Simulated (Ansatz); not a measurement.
FeO (SMILES [O]=[Fe]), quintet, at a GFN2-xTB geometry (such geometries of metal compounds can be far from the true shape); B3LYP/def2-SVP run with Ansatz (an electronic-structure program).

The Ansatz input:
Ansatz 0.2 input:
```yaml
crystal:
  periodic: [false, false, false]
  atoms:
    - {symbol: Fe, position_ang: [-0.00000000, -0.00000000, -0.37671175]}
    - {symbol: O, position_ang: [0.00000000, 0.00000000, 1.22431318]}
basis:
  gaussian:
    orbitals: def2-SVP
hamiltonian:
  xc: b3lyp
magnetization: {spin_polarized: true, initial_magnetization: 4}
accuracy: high
```

Predict the main parts of the log of this Ansatz run.


```
Functional definition: B3LYP
846 factors; integrals over basis functions are off by at most 3.8e-9 eV
mean field evaluation 1: about -36420.1497 eV, gradient 4.0e1 eV
mean field evaluation 2: about -36345.0438 eV, gradient 1.2e2 eV
mean field evaluation 4: about -36425.9583 eV, gradient 1.5e1 eV
mean field evaluation 8: about -36426.8802 eV, gradient 5.4e-1 eV
mean field evaluation 16: about -36426.9446 eV, gradient 2.1e-2 eV
mean field evaluation 32: about -36426.9448 eV, gradient 1.0e-6 eV
mean field -36426.94479680 eV, -1338.6655302125 hartree, gradient 1.5e-8 eV, S^2 6.050284; 2 other end points of the search recorded, 0 dependent functions left out
reference -36426.94482648 eV, -1338.6655313030 hartree; 19, 15 occupied and 26, 30 virtual orbitals, 846 factors
Total energy: -36426.94482648 eV, -1338.6655313030 hartree
```
